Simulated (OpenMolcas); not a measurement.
W3+ among 4 point charges of -2 e arranged as a tetrahedron (Td).

```yaml
Program: OpenMolcas
Method: "SS-CASPT2, IPEA 0.25 Eh, imaginary shift 0.1 Eh (closed shells correlated: 4f 5s 5p)"
Basis: ANO-RCC-VDZP [7s6p4d2f1g]
Scalar_Hamiltonian: DKH2, point nucleus
Active_space: 3 electrons in 5 orbitals (5d)
State_averaging: 2S+1 = 4 even, 10 roots; 2S+1 = 2 even, 40 roots
Spin-orbit_coupling: RASSI with atomic mean-field integrals over the reference wave functions
```

All point charges move together. At R = 2.04 Å the first state of the same spin is 3690 cm-1, and at R = 2.43 Å it is 2030 cm-1.

**Question.** A third run gives 2640 cm-1. What distance was it run at?

**Answer.** With a power law R^-n the two known points give n = -ln(2030 / 3690) / ln(2.43 / 2.04) = 3.42. Then R = 2.04 × (3690 / 2640)^(1/3.42) = 2.250 Å. The run was at 2.25 Å, so the estimate is off by 0 Å.

Roots that are degenerate in the reference are averaged as groups; the widest CASPT2 spread within a group is 240 cm-1 (the 3-fold group of multiplicity 2 near 11300 cm-1 above the lowest state of its run, R = 2.04). Shifts and gaps below about the spread of the groups concerned are not significant. Point charges give a weaker field than real ligands, and real ions of this kind are as a rule low spin; the high spin found here belongs to the model. Free-ion shares, where given, are those of the reference states; single-state CASPT2 does not remix them. Spin-orbit coupling mixes the spin-free states strongly: the lowest level takes only 66 % from its leading state, 4T1 (figures for R = 2.04; the like holds for R = 2.25, R = 2.43). The ground term spreads over less than 5000 cm-1, several times less than with real ligands, so orbital moments are less quenched and χT lies further from the spin-only value than at real sites (holds for R = 2.43). Point charges carry no covalency, so the field is a model and not that of real ligands. No measured value stands beside these numbers.
